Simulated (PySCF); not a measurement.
C₆H₇N. Atoms are numbered in the order given.

```xyz
14

N      2.3382    -0.0688     0.0000
C      0.9511    -0.0080     0.0000
C      0.2231    -0.0032     1.2153
C     -1.1769     0.0030     1.2088
C     -1.8923     0.0057     0.0000
C     -1.1769     0.0030    -1.2088
C      0.2231    -0.0032    -1.2153
H      2.8062     0.2428    -0.8513
H      2.8062     0.2428     0.8513
H      0.7704    -0.0076     2.1716
H     -1.7171     0.0080     2.1684
H     -2.9920     0.0120     0.0000
H     -1.7171     0.0080    -2.1684
H      0.7704    -0.0076    -2.1716
```

The structure is a stationary point at PBE-D3(BJ)/def2-SVP. Other conformers were not sampled.

Computed with PBE-D3(BJ)/def2-SVP (PySCF).

Harmonic, unscaled wavenumbers; measured fundamentals usually lie a few per cent lower.

```tsv
mode	ν (cm⁻¹)	IR (km/mol)	moving atoms (share of kinetic energy)
1	214	5.5	C 57 %, H 22 %, N 21 %
2	341	14.5	H 96 %
3	377	0.0	C 37 %, N 32 %, H 31 %
4	408	0.2	C 72 %, H 28 %
5	458	286.7	H 76 %, N 15 %, C 9 %
6	514	22.0	C 55 %, H 32 %, N 13 %
7	523	5.4	C 62 %, N 25 %, H 13 %
8	614	0.3	C 90 %, H 8 %
9	689	26.8	H 56 %, C 44 %
10	746	34.3	C 52 %, H 47 %
11	798	0.1	H 78 %, C 22 %
12	819	3.2	C 64 %, N 21 %, H 15 %
13	860	6.2	H 60 %, C 39 %
14	940	0.0	H 72 %, C 28 %
15	963	0.1	H 77 %, C 23 %
16	976	0.9	C 88 %, H 12 %
17	1026	3.5	C 55 %, H 45 %
18	1028	2.6	H 65 %, C 28 %
19	1093	5.0	H 81 %, C 14 %
20	1131	1.1	H 96 %
21	1152	7.7	H 91 %, C 9 %
22	1300	0.0	H 76 %, C 22 %
23	1304	36.0	C 55 %, H 32 %, N 12 %
24	1385	10.8	C 93 %
25	1458	0.3	C 68 %, H 31 %
26	1495	50.1	C 66 %, H 33 %
27	1572	56.6	H 77 %, N 13 %, C 9 %
28	1596	4.8	C 91 %, H 8 %
29	1638	141.3	C 89 %, H 9 %
30	3097	17.2	H 92 %
31	3098	4.6	H 92 %, C 8 %
32	3114	1.7	H 92 %, C 8 %
33	3119	27.6	H 91 %, C 9 %
34	3137	9.8	H 91 %, C 9 %
35	3498	24.7	H 96 %
36	3606	17.6	H 91 %, N 9 %
```
